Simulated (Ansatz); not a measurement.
A structure relaxed at PBE0-D4/def2-TZVP, charge 0, multiplicity 1:

```json
{"atom": "C1", "x (Å)": "1.143", "y (Å)": "1.654", "z (Å)": "-0.413"}
{"atom": "Ge2", "x (Å)": "-0.474", "y (Å)": "0.763", "z (Å)": "-1.070"}
{"atom": "Si3", "x (Å)": "-1.174", "y (Å)": "-0.932", "z (Å)": "0.450"}
{"atom": "P4", "x (Å)": "0.508", "y (Å)": "-2.425", "z (Å)": "0.683"}
{"atom": "H5", "x (Å)": "0.959", "y (Å)": "2.098", "z (Å)": "0.566"}
{"atom": "H6", "x (Å)": "1.960", "y (Å)": "0.937", "z (Å)": "-0.324"}
{"atom": "H7", "x (Å)": "1.445", "y (Å)": "2.442", "z (Å)": "-1.104"}
{"atom": "H8", "x (Å)": "-0.194", "y (Å)": "0.136", "z (Å)": "-2.450"}
{"atom": "H9", "x (Å)": "-1.602", "y (Å)": "1.801", "z (Å)": "-1.244"}
{"atom": "H10", "x (Å)": "-1.573", "y (Å)": "-0.314", "z (Å)": "1.746"}
{"atom": "H11", "x (Å)": "-2.350", "y (Å)": "-1.667", "z (Å)": "-0.092"}
{"atom": "H12", "x (Å)": "0.003", "y (Å)": "-2.988", "z (Å)": "1.885"}
{"atom": "H13", "x (Å)": "1.348", "y (Å)": "-1.505", "z (Å)": "1.367"}
```

Task: Give its formula and SMILES.

Result: CH9GePSi, `[CH3][GeH2][SiH2]P`.

Task: Point group (tolerance 0.08 Å, 0.16 Å for H)?

Result: C1.

Task: Summarise the bond lengths by kind.

Result: 1 × C–Ge 1.959 Å; 3 × C–H 1.091 Å; 1 × Ge–Si 2.382 Å; 2 × Ge–H 1.542 Å; 1 × P–Si 2.260 Å; 2 × H–Si 1.488 to 1.490 Å; 2 × H–P 1.421 Å.

Results of the Gaussian-basis code of Ansatz.
